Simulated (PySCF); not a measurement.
FH2InSe2. Atoms are numbered in the order given.

```xyz
6

In     0.4413     0.0024     0.0000
F      2.4222    -0.0605     0.0000
Se    -0.6686    -2.2683     0.0000
H      0.6830    -2.8889     0.0000
Se    -0.5718     2.3153     0.0000
H     -1.9320     1.7135     0.0000
```

Geometry: PBE-D3(BJ)/def2-SVP. The structure was generated by enumeration; whether it is a known compound was not checked. The def2 effective core potentials stand for the cores of In; spin–orbit coupling is left out. One conformer was computed; it need not be the lowest.

These are PySCF with ωB97X/def2-TZVP values and carry that method's errors.

ESP charges are fitted to the potential on shells at 1.4 to 2.0 van der Waals radii. Atomic charges (e):

| atom | ESP fit | Mulliken |
|---|---|---|
| In1 | 0.59 | (withheld) |
| F2 | -0.38 | (withheld) |
| Se3 | -0.27 | (withheld) |
| H4 | 0.15 | (withheld) |
| Se5 | -0.20 | (withheld) |
| H6 | 0.11 | (withheld) |

Task: Fill in the missing entries. (The exact figures need the calculation; the answer reports its results.)

Result: 
- In1, Mulliken: 0.80
- F2, Mulliken: -0.49
- Se3, Mulliken: -0.31
- H4, Mulliken: 0.15
- Se5, Mulliken: -0.29
- H6, Mulliken: 0.13
